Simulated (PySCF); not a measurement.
Copper: a sound run and one with changed settings

Sound run: Cu⁺ [Ar] 3d10, Cu²⁺ [Ar] 3d9. Computed with PySCF 2.14 in jorge-DZP-DKH (8s6p2d1f, 43 functions), with scalar relativity by spin-free X2C-1e. The sound run starts from symmetry-adapted Hartree-Fock orbitals and uses a fine grid where one is needed.

Changed run: initial guess 1e, at most 2 SCF cycles. This setting is unsound on purpose.

```csv
species,method,sound run (hartree),changed run (hartree),converged
Cu⁺,UHF,-1652.79970,-1642.74336,no
Cu⁺,M06-L,-1654.28784,-1640.64772,no
Cu⁺,r2SCAN,-1654.32437,-1640.68843,no
Cu²⁺,UHF,-1652.16773,-1645.66706,no
Cu²⁺,M06-L,-1653.54711,-1643.53611,no
Cu²⁺,r2SCAN,-1653.58324,-1643.54486,no
```

The SCF was stopped early; the energies are upper bounds that still move, and correlated levels were skipped or rest on poor orbitals.
